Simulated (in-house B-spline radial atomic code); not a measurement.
Configurations of the cadmium ion Cd²⁺, with energies counted from [Kr] 4d10. Method: Dirac-Hartree-Fock, average of configuration, Fermi nucleus of rms radius 4.6087 fm. Calculated with an all-electron radial atomic-structure program (B-spline basis). Energies include first-order Breit, QED and recoil terms.

Occupations are held fixed; configurations that lie above the ionisation limit could autoionise.

```
             configuration  E - E(ref) (eV)  highest orbital  its <r> (bohr)
              [Kr] 4d9 7s1           29.298            7s1/2           9.075
              [Kr] 4d9 8p1           32.193            8p3/2           15.48
              [Kr] 4d9 6g1           32.695            6g7/2           14.66
              [Kr] 4d9 7g1           33.598            7g7/2           21.15
              [Kr] 4d9 8f1           34.142            8f5/2            29.2
              [Kr] 4d9 8g1           34.184            8g7/2           28.65
[Ar] 3d10 4s2 4p5 4d10 7f1           97.664            7f5/2           21.75
 [Ar] 3d9 4s2 4p6 4d10 7s1           427.35            7s1/2           9.023
 [Ar] 3d9 4s2 4p6 4d10 8p1           430.27            8p3/2            15.4
 [Ar] 3d9 4s2 4p6 4d10 7f1           431.64            7f5/2           21.82
 [Ar] 3d9 4s2 4p6 4d10 7g1           431.69            7g7/2           21.15
```

Problem. Order these further configurations by energy, lowest first.
A. [Ar] 3d9 4s2 4p6 4d10 8s1
B. [Ar] 3d9 4s2 4p6 4d10 8f1
C. [Kr] 4d9 5g1
D. [Ar] 3d10 4s2 4p5 4d10 7s1
E. [Ar] 3d9 4s2 4p6 4d10 6p1

Solution. C (31.198 eV), D (93.409 eV), E (424.54 eV), A (429.73 eV), B (432.24 eV).

Problem. How far above the reference does [Kr] 4d9 5s1 lie?

Solution. 10.142 eV; its least bound orbital is 5s1/2 with <r> = 2.478 bohr.

Problem. How far above the reference does [Kr] 4d9 8s1 lie?

Solution. 31.656 eV; its least bound orbital is 8s1/2 with <r> = 13.84 bohr.

Problem. How far above the reference does [Ar] 3d10 4s2 4p5 4d10 7d1 lie?

Solution. 95.847 eV; its least bound orbital is 7d5/2 with <r> = 13.11 bohr.

Problem. One of these lies 88.56 eV from the reference. Which?
A. [Ar] 3d9 4s2 4p6 4d10 5f1
B. [Kr] 4d9 5p1
C. [Ar] 3d9 4s2 4p6 4d10 6g1
D. [Ar] 3d10 4s2 4p5 4d10 5d1

Solution. D.
